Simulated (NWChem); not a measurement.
Species: ammonium (NH4 cation); SMILES [NH4+]

Q: Give the equilibrium geometry at PBE0-D3(BJ)/def2-TZVP (NWChem) as a list of bonds and angles, with the point group.

A: point group Td; any orientation.
Bond lengths (Å): N1–H2 1.024, N1–H3 1.024, N1–H4 1.024, N1–H5 1.024. Bond angles (°): H2–N1–H3 109.5, H2–N1–H4 109.5, H2–N1–H5 109.5, H3–N1–H4 109.5, H3–N1–H5 109.5, H4–N1–H5 109.5.
